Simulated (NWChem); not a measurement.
Molecule: C₃H₃ClF₂; SMILES FC1(F)C[C@H]1Cl

All runs: NWChem. The level has its own optimisation; frequencies are unscaled. Brackets give each atom's bonded neighbours.

Task: Predict the results for Hartree-Fock/3-21G. Quantities: r C–C [C(CCFF)–C(CCHH)] (Å); r C–C [C(CCClH)–C(CCFF)] (Å); r C–C [C(CCClH)–C(CCHH)] (Å); r C–H [C(CCHH)–H(C)] (Å); highest harmonic frequency (cm⁻¹); lowest (cm⁻¹); zero-point energy (kcal/mol); dipole (D).

Result: 
```
Quantity                           Result
---------------------------------  ------
r C–C [C(CCFF)–C(CCHH)] (Å)         1.475
r C–C [C(CCClH)–C(CCFF)] (Å)        1.471
r C–C [C(CCClH)–C(CCHH)] (Å)        1.525
r C–H [C(CCHH)–H(C)] (Å)            1.070
highest harmonic frequency (cm⁻¹)    3450
lowest (cm⁻¹)                         181
zero-point energy (kcal/mol)         38.2
dipole (D)                           2.84
```
